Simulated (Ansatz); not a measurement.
Ideal-gas functions of CH4ClFGeO, SMILES `[CH3][Ge]([OH])([F])[Cl]` at 298.15 K and 1 bar, from an Ansatz frequency run at PBE0-D4/def2-TZVP.

Molar mass 159.1 g/mol, point group C1 (symmetry number 1), electronic degeneracy 1, moments of inertia 153.815, 242.0, 250.264 u Å². Harmonic wavenumbers (cm⁻¹, unscaled): 92, 136, 164, 190, 213, 238, 271, 428, 635, 710, 750, 818, 823, 927, 1274, 1446, 1448, 3078, 3177, 3181, 3889.

Use S(trans) = R[1.5 ln M + 2.5 ln T − 1.1517]; rotational temperatures θ = 24.2544 K / I; S(rot) = R[ln(√π/σ · √(T³/θAθBθC)) + 1.5]; for each mode x = 1.438777 ν̃/T, S = R[x/(eˣ − 1) − ln(1 − e⁻ˣ)] and H = RT x/(eˣ − 1); 1 cm⁻¹ = 0.0119627 kJ/mol; R = 8.31446 J/(mol·K).

Question: By hand: the entropy, in J/(mol·K).

Answer: Translation 172.1. Rotation: θ = 0.1577, 0.1002, 0.0969 K, giving 115.2. Vibration, mode by mode: 15.13, 11.96, 10.47, 9.32, 8.44, 7.61, 6.65, 3.62, 1.65, 1.23, 1.05, 0.81, 0.79, 0.52, 0.13, 0.06, 0.06, 0.00, 0.00, 0.00, 0.00, in all 79.5. Electronic 0.0. Sum 366.8 J/(mol·K).

Question: By hand: H − E and G − E in kJ/mol, counted from the electronic energy.

Answer: Zero-point energy ½ × 23888 × 0.0119627 = 142.9; thermal vibration 13.0; translation, rotation and pV give 4 RT = 9.9. H − E = 165.8 kJ/mol, and G − E = 165.8 − 298.15 × 366.8/1000 = 56.4 kJ/mol.

Vibration gives 22 % of the entropy, 27.1 J/(mol·K) of it from the modes under 150 cm⁻¹: soft modes count most, and the harmonic formula is weakest for them. The sum counts one conformer and one mirror image; others add a mixing term.
